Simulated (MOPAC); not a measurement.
MOPAC input (PM7):

```
PM7 PRECISE GNORM=0.05 LET XYZ GEO-OK AUX(PRECISION=9) THREADS=1
O2Se

O    -1.36687604 1    0.55831406 1   -0.03290379 1
Se    0.00828182 1   -0.28161326 1    0.00618097 1
O     1.33167830 1    0.63854228 1    0.00663467 1
```

From the output:

```
                                                       MOPAC v23.2.5 Linux

          FINAL HEAT OF FORMATION =        -35.41924 KCAL/MOL =    -148.19410 KJ/MOL

          COSMO AREA              =         80.03 SQUARE ANGSTROMS
          COSMO VOLUME            =         63.05 CUBIC ANGSTROMS

          GRADIENT NORM           =          0.01046          =       0.00604 PER ATOM
          IONIZATION POTENTIAL    =          9.030955 EV
          HOMO LUMO ENERGIES (EV) =         -9.031 -1.372
          NO. OF FILLED LEVELS    =          9
          MOLECULAR WEIGHT        =        110.9588         POINT GROUP:  C2v

          MOLECULAR DIMENSIONS (Angstroms)

            Atom       Atom       Distance
            O     3    O     1     2.57045
           Se     2    O     1     0.95662
            O     3    O     1     0.00000

          SCF CALCULATIONS        =          8

   ATOM   CHEMICAL          X               Y               Z
  NUMBER   SYMBOL      (ANGSTROMS)     (ANGSTROMS)     (ANGSTROMS)

     1       O         -1.30329319  *   0.60019855  *  -0.03283202  *
     2      Se          0.00933725  *  -0.31758981  *   0.00697056  *
     3       O          1.26575078  *   0.67658069  *   0.00480880  *

                             CARTESIAN COORDINATES

   1    O       -1.303293186     0.600198549    -0.032832016
   2   Se        0.009337250    -0.317589809     0.006970559
   3    O        1.265750779     0.676580690     0.004808802

           Empirical Formula: O2 Se  =     3 atoms

      MOLECULAR POINT GROUP   :   C2v

                  EIGENVALUES
 -27.21602 -25.41307 -20.61117 -12.24002 -12.17499 -12.00490  -9.78853  -9.65130
  -9.03095  -1.37162   0.90585   1.36246

              NET ATOMIC CHARGES AND DIPOLE CONTRIBUTIONS

  ATOM NO.   TYPE          CHARGE      No. of ELECS.   s-Pop       p-Pop
    1          O          -0.730058        6.7301     1.90836     4.82170
    2         Se           1.460114        4.5399     1.90217     2.63772
    3          O          -0.730056        6.7301     1.90837     4.82169
 DIPOLE           X         Y         Z       TOTAL
 POINT-CHG.     0.197    -6.705     0.147     6.709
 HYBRID        -0.036     1.240    -0.027     1.241
 SUM            0.161    -5.464     0.120     5.468

          ATOMIC ORBITAL ELECTRON POPULATIONS

     Atom    s        px        py        pz
    1  O   1.90836   1.48547   1.77634   1.55989
    2 Se   1.90217   0.75577   1.00183   0.88012
    3  O   1.90837   1.51215   1.74935   1.56019

 **********************
 *                    *
 * JOB ENDED NORMALLY *
 *                    *
 **********************

 == MOPAC DONE ==
```

The geometry given is a B3LYP-D3(BJ)/def2-TZVP minimum.
